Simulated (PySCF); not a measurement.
How methods differ on the ionisation energy of Ne⁺

Ne⁺ [He] 2s2 2p5 (2P) → Ne²⁺ [He] 2s2 2p4 (3P), as a difference of total energies. Computed with PySCF 2.14 in cc-pVTZ, with no relativity, point nucleus. Correlated levels: valence: 1s2 frozen. The calculations carry no spin-orbit coupling.

Order these methods by the ionisation energy they give, lowest first.
A. M06-2X
B. SCS-MP2 (valence)
C. UHF
D. CCSD(T) (valence)

C (39.282 eV), D (40.693 eV), B (40.726 eV), A (41.082 eV).

Errors of the correlated levels include the incompleteness of this basis and the frozen core.

For comparison: 40.963 eV (measured; NIST Atomic Spectra Database, ionization energies).
